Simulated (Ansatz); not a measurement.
Wavefunction ladder for CH$_{6}$AlNSi (`[AlH2][N]1C[SiH2]1`)

```xyz
10

Al   -1.101    1.532   -0.619
N    -0.093    0.202   -0.047
C    -0.085   -1.289   -0.137
Si    1.251   -0.453    0.786
H    -0.646    2.998   -0.230
H    -2.391    1.207   -1.480
H    -0.892   -1.796    0.389
H     0.096   -1.700   -1.129
H     2.602   -0.285    0.203
H     1.260   -0.417    2.265
```

Charge 0, multiplicity 1. The structure was optimised at the PBE0-D4/def2-TZVP level. Frozen core, restricted reference, Ansatz. CBS rows extrapolate triple and quadruple zeta; past MP2 they add the triple-zeta difference.

| basis | HF (Eh) | MP2 corr. |
| --- | --- | --- |
| def2-SVP | -626.40221 | -0.46665 |
| def2-TZVPP | -626.70272 | -0.57786 |
| def2-QZVPP | -626.72406 | -0.61748 |

Estimate the CCSD correlation energy and the (T) correction in each basis where they were run (hartree).


| basis | CCSD corr. | (T) |
| --- | --- | --- |
| def2-SVP | -0.51362 | -0.01608 |
| def2-TZVPP | -0.61878 | -0.02546 |
| CBS(def2) | -0.68774 | as TZ |
